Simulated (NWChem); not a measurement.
System: PbHSCl, singlet; SMILES [SH][Pb][Cl]

Input file for NWChem:

```
start job
memory heap 200 mb stack 900 mb global 1100 mb
geometry units angstroms noautoz
  Pb     0.503749    -0.012267     0.001210
  Cl    -1.102965     1.910917    -0.001116
  S     -1.284390    -1.862724     0.001949
  H     -0.328301    -2.838498     0.002040
end
basis spherical
  Pb library def2-svp
  Cl library def2-svp
  S library def2-svp
  H library def2-svp
end
ecp
  Pb library def2-ecp
end
dft
  xc pbe0
  iterations 150
  mulliken
end
task dft energy
```

Output (shortened):

```
             Northwest Computational Chemistry Package (NWChem) 7.3.0
             --------------------------------------------------------

 CS  symmetry detected

                             Geometry "geometry" -> ""
                             -------------------------

 Output coordinates in angstroms (scale by  1.889725989 to convert to a.u.)

  No.       Tag          Charge          X              Y              Z
 ---- ---------------- ---------- -------------- -------------- --------------
    1 Pb                  82.0000     0.48920564     0.00879126     0.00000000
    2 Cl                  17.0000    -1.16048342     1.89524242     0.00000000
    3 S                   16.0000    -1.25673538    -1.88153218     0.00000000
    4 H                    1.0000    -0.27887832    -2.83548990     0.00000000

 Effective nuclear repulsion energy (a.u.)     625.0603223421

      Symmetry information
      --------------------

 Group name             Cs
 Group number              2
 Group order               2
 No. of unique centers     4

                                 NWChem DFT Module
                                 -----------------

 Summary of "ao basis" -> "ao basis" (spherical)
 ------------------------------------------------------------------------------
       Tag                 Description            Shells   Functions and Types
 ---------------- ------------------------------  ------  ---------------------
 Pb                         def2-svp                10       26   4s4p2d
 Cl                         def2-svp                 8       18   4s3p1d
 S                          def2-svp                 8       18   4s3p1d
 H                          def2-svp                 3        5   2s1p

      Symmetry analysis of basis
      --------------------------

        a'         48
        a"         19

            General Information
            -------------------
          SCF calculation type: DFT
          Wavefunction type:  closed shell.
          No. of atoms     :     4
          No. of electrons :    56
           Alpha electrons :    28
            Beta electrons :    28
          Charge           :     0
          Spin multiplicity:     1
          Use of symmetry is: on ; symmetry adaption is: on
          Maximum number of iterations: 150
          AO basis - number of functions:    67
                     number of shells:    29
          Convergence on energy requested:  1.00D-06
          Convergence on density requested:  1.00D-05
          Convergence on gradient requested:  5.00D-04

              XC Information
              --------------
                         PBE0 Method XC Functional
                     Hartree-Fock (Exact) Exchange  0.250
          PerdewBurkeErnzerhof Exchange Functional  0.750
            Perdew 1991 LDA Correlation Functional  1.000 local
           PerdewBurkeErnz. Correlation Functional  1.000 non-local

             Grid Information
             ----------------
          Grid used for XC integration:  medium
          Radial quadrature: Mura-Knowles
          Angular quadrature: Lebedev.
          Tag              B.-S. Rad. Rad. Pts. Rad. Cut. Ang. Pts.
          ---              ---------- --------- --------- ---------
          Pb                  1.80      123          10.0       590
          Cl                  1.00       88          12.0       590
          S                   1.00       88          10.0       590
          H                   0.35       45          11.0       434
          Grid pruning is: on
          Number of quadrature shells:   344
          Spatial weights used:  Erf1

      Superposition of Atomic Density Guess
      -------------------------------------

 Sum of atomic energies:       -1076.53020993

      Non-variational initial energy
      ------------------------------

 Total energy =   -1049.076538
 1-e energy   =   -1922.879687
 2-e energy   =     672.324231
 HOMO         =      -0.285931
 LUMO         =      -0.043190

      Symmetry analysis of molecular orbitals - initial
      -------------------------------------------------

  Numbering of irreducible representations:

     1 a'          2 a"

  Orbital symmetries:

     1 a'          2 a'          3 a'          4 a'          5 a'
     6 a'          7 a"          8 a'          9 a'         10 a"
    11 a'         12 a'         13 a'         14 a"         15 a'
    16 a'         17 a'         18 a"         19 a"         20 a'
    21 a'         22 a'         23 a'         24 a'         25 a"
    26 a'         27 a"         28 a'         29 a"         30 a'
    31 a'         32 a'         33 a'         34 a'         35 a"
    36 a'         37 a'         38 a"

     ---------------------------------------------
      Total Density - Mulliken Population Analysis
     ---------------------------------------------

    Atom       Charge   Shell Charges
 -----------   ------   -------------------------------------------------------
    1 Pb  22    20.78   2.99 -0.94  1.22  0.67  3.38  2.61  0.48  0.31  9.74  0.33
    2 Cl  17    17.69   2.00  1.99  1.24  0.74  5.94  2.22  3.55  0.01
    3 S   16    16.74   2.00  1.99  1.22  0.67  5.94  1.85  3.05  0.02
    4 H    1     0.80   0.57  0.20  0.03

   convergence    iter        energy       DeltaE   RMS-Dens  Diis-err
 ---------------- ----- ----------------- --------- --------- ---------
 d= 0,ls=0.0,diis     1  -1051.3127989437 -1.25D+03  2.89D-02  4.26D-01
 d= 0,ls=0.0,diis     2  -1051.1616493289  1.51D-01  1.74D-02  1.22D+00
 d= 0,ls=0.0,diis     3  -1051.3902498744 -2.29D-01  2.61D-03  1.28D-02
 d= 0,ls=0.0,diis     4  -1051.3921898133 -1.94D-03  1.09D-03  3.13D-03
 d= 0,ls=0.0,diis     5  -1051.3927532367 -5.63D-04  2.90D-04  2.90D-04
  Resetting Diis
 d= 0,ls=0.0,diis     6  -1051.3928040828 -5.08D-05  3.99D-05  5.94D-06
 d= 0,ls=0.0,diis     7  -1051.3928051248 -1.04D-06  1.51D-05  2.63D-07
 d= 0,ls=0.0,diis     8  -1051.3928051345 -9.71D-09  7.65D-06  2.48D-07

         Total DFT energy =    -1051.392805134516
      One electron energy =    -1924.741401285748
           Coulomb energy =      741.962025827215
    Exchange-Corr. energy =      -70.092347697564
 Nuclear repulsion energy =      201.478918021581

 Numeric. integr. density =       56.000000663303

                  Occupations of the irreducible representations
                  ----------------------------------------------

                     irrep           alpha         beta
                     --------     --------     --------
                     a'               21.0         21.0
                     a"                7.0          7.0

                       DFT Final Molecular Orbital Analysis
                       ------------------------------------

 Vector   26  Occ=2.000000D+00  E=-3.072814D-01  Symmetry=a'
              MO Center= -9.0D-01,  1.4D+00,  3.2D-14, r^2= 2.9D+00
   Bfn.  Coefficient  Atom+Function         Bfn.  Coefficient  Atom+Function
  ----- ------------  ---------------      ----- ------------  ---------------
    38      0.515741  2 Cl py                35      0.371406  2 Cl py
    37      0.270805  2 Cl px                32      0.218353  2 Cl py
    34      0.195913  2 Cl px                11      0.183546  1 Pb px
     3      0.155418  1 Pb s                 55     -0.120515  3 S  px
    14      0.115740  1 Pb px                31      0.114879  2 Cl px

 Vector   27  Occ=2.000000D+00  E=-2.702042D-01  Symmetry=a'
              MO Center= -6.7D-01, -3.7D-01, -6.3D-14, r^2= 5.2D+00
   Bfn.  Coefficient  Atom+Function         Bfn.  Coefficient  Atom+Function
  ----- ------------  ---------------      ----- ------------  ---------------
    37      0.368267  2 Cl px                55      0.356686  3 S  px
    56      0.297665  3 S  py                 3     -0.281395  1 Pb s
    11     -0.262603  1 Pb px                34      0.252440  2 Cl px
    52      0.240484  3 S  px                53      0.212027  3 S  py
     4     -0.204651  1 Pb s                  1      0.190563  1 Pb s

 Vector   28  Occ=2.000000D+00  E=-2.675940D-01  Symmetry=a"
              MO Center= -1.1D+00, -1.5D+00, -5.5D-15, r^2= 2.6D+00
   Bfn.  Coefficient  Atom+Function         Bfn.  Coefficient  Atom+Function
  ----- ------------  ---------------      ----- ------------  ---------------
    57      0.611077  3 S  pz                54      0.413436  3 S  pz
    51      0.238414  3 S  pz                39     -0.193212  2 Cl pz
    36     -0.129855  2 Cl pz                13      0.123246  1 Pb pz
    16      0.105985  1 Pb pz                33     -0.076501  2 Cl pz
    18      0.062450  1 Pb d -1              23     -0.046084  1 Pb d -1

 Vector   29  Occ=0.000000D+00  E=-1.024881D-01  Symmetry=a"
              MO Center=  3.2D-01, -7.6D-02,  1.4D-15, r^2= 4.1D+00
   Bfn.  Coefficient  Atom+Function         Bfn.  Coefficient  Atom+Function
  ----- ------------  ---------------      ----- ------------  ---------------
    13      0.576647  1 Pb pz                16      0.546623  1 Pb pz
    57     -0.285718  3 S  pz                39     -0.218906  2 Cl pz
    10     -0.192338  1 Pb pz                 7     -0.186733  1 Pb pz
    54     -0.158587  3 S  pz                36     -0.127006  2 Cl pz
    51     -0.090863  3 S  pz                33     -0.074147  2 Cl pz

 Vector   30  Occ=0.000000D+00  E=-3.322634D-02  Symmetry=a'
              MO Center=  4.8D-01,  3.6D-02, -7.3D-15, r^2= 4.8D+00
   Bfn.  Coefficient  Atom+Function         Bfn.  Coefficient  Atom+Function
  ----- ------------  ---------------      ----- ------------  ---------------
    15      0.698283  1 Pb py                14     -0.402212  1 Pb px
    12      0.399260  1 Pb py                30     -0.360512  2 Cl s
     3      0.315276  1 Pb s                 37     -0.314904  2 Cl px
    38      0.305266  2 Cl py                11     -0.248512  1 Pb px
    34     -0.156151  2 Cl px                55      0.151071  3 S  px

[...]
```

Level: PBE0/def2-SVP with def2 effective core potentials on Pb. Low-valent species are run as closed-shell singlets; no triplet was tried in these runs. Geometry: optimised at PBE-D3(BJ)/def2-SVP. def2 effective core potentials on Pb; no spin-orbit coupling.
